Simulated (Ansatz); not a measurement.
Compare A (`[NH2][Al]1[CH2][CH2]1`) with its isomer B (`[CH3][AlH][CH]=N`).

Isolated molecules relaxed with PBE0-D4/def2-TZVP in Ansatz; ΔE leaves out vibrations. CCSD(T)/CBS is the MP2 limit (def2-TZVPP, def2-QZVPP) plus CCSD(T) − MP2 in def2-TZVPP, frozen cores. Functionals use def2-TZVPP. One conformer a species, not always the lowest.

A:

```xyz
10

N    -0.4636    0.5203   -2.2168
Al   -0.1132    0.1267   -0.5403
C     1.0154   -0.2677    0.9315
C    -0.5561   -0.2478    1.2650
H     0.2317    0.6413   -2.9346
H    -1.3876    0.6559   -2.5927
H     1.4836   -1.2415    1.0675
H     1.5899    0.4926    1.4584
H    -0.8483    0.5284    1.9708
H    -0.9518   -1.2084    1.5911
```

B:

Z-matrix (Å, degrees):
```
C
Al 1 1.942
H 1 1.095 2 111.2
H 1 1.092 2 111.0 3 -120.7
H 1 1.095 2 111.3 3 118.4
C 2 1.985 1 118.8 3 120.0
H 2 1.593 1 122.8 3 -60.0
N 6 1.278 2 115.1 1 0.9
H 6 1.104 2 124.7 1 -179.2
H 8 1.025 6 112.2 2 179.9
```

**Question.** Which isomer does CCSD(T)/CBS put lower? Give the gap. (Best estimate.)

**Answer.** Computed: A, by 9.0 kcal/mol.

**Question.** Give E(B) − E(A) in kcal/mol with PBE-D4, CCSD(T)/def2-SVP, HF/def2-TZVPP, PBE0-D4, BLYP-D4, B2PLYP, CCSD(T)/def2-TZVPP. (Estimate.)

**Answer.** Computed: PBE-D4 9.9, CCSD(T)/def2-SVP 3.4, HF/def2-TZVPP 1.4, PBE0-D4 11.1, BLYP-D4 4.6, B2PLYP 8.0, CCSD(T)/def2-TZVPP 7.8. None reverses the order clearly.

**Question.** Does the order hold for the free energy at 298.15 K (harmonic terms from PBE0-D4)? (Estimate.)

**Answer.** Ansatz gave: Yes: G(B) − G(A) = +3.8 kcal/mol, for one conformer each. Modes under 60 cm⁻¹, often nearly free rotors, make the harmonic entropy too high.

Largest T1 diagnostic: 0.011.

From PBE to PBE0 (25 % exact exchange), in def2-TZVPP and without D4, E(B) − E(A) moves by +1.3 kcal/mol. At CCSD(T), def2-SVP lies −5.7 kcal/mol from the extrapolated value and def2-TZVPP −1.2 kcal/mol.
